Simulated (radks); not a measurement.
Results of a calculation; reference values are marked as such.
Neutral copper inside a hard spherical wall (all orbitals vanish at R), configuration held at [Ar] 3d10 4s1 and not refilled when levels cross. Level of theory: scalar-relativistic Kohn-Sham, r2SCAN, spin-polarised, spherical densities, finite nucleus; open shells are filled with parallel spins first; meta-GGA in the generalised Kohn-Sham scheme; Fermi nuclear charge, rms radius 3.8823 fm (a radial shooting solver on a logarithmic mesh with Libxc functionals). Eigenvalues in eV for spin up, with the zero of energy where the potential of the charges vanishes at infinity; a dash marks a level that is unbound or too diffuse for the functional's potential to be trusted. A positive occupied level is held by the wall or, in an anion where self-interaction has pushed it up, behind a barrier. The pressure on the wall is -dE/dV.

| R (bohr) | E (hartree) | kinetic (hartree) | e(3s) | e(3p) | e(4s) | e(3d) | e(4p, empty) | e(5s, empty) | pressure (GPa) |
|---|---|---|---|---|---|---|---|---|---|
| free | -1655.11154 | 1679.764 | -118.36 | -74.262 | -5.302 | -5.059 | - | - | 0 |
| 20 | -1655.11154 | 1679.764 | -118.36 | -74.262 | -5.302 | -5.059 | -0.637 | - | < 0.0001 |
| 15 | -1655.11154 | 1679.764 | -118.36 | -74.262 | -5.302 | -5.059 | -0.632 | 1.175 | < 0.0001 |
| 8 | -1655.11012 | 1679.777 | -118.25 | -74.157 | -5.216 | -4.959 | -0.259 | 5.641 | 0.0617 |
| 7 | -1655.10681 | 1679.799 | -118.09 | -73.991 | -5.063 | -4.802 | 0.148 | 8.067 | 0.265 |
| 6 | -1655.09592 | 1679.860 | -117.69 | -73.590 | -4.650 | -4.426 | 1.035 | 12.439 | 1.22 |
| 3.5 | -1654.73192 | 1681.289 | -111.70 | -67.702 | 3.883 | 1.147 | 13.698 | 59.026 | 105 |
| 2.5 | -1653.23316 | 1686.372 | -99.310 | -55.637 | 29.495 | 13.605 | 45.194 | 153.09 | 1280 |
| 2 | -1650.03137 | 1697.036 | -83.319 | -39.699 | 74.114 | 31.566 | 95.211 | 284.22 | 6560 |
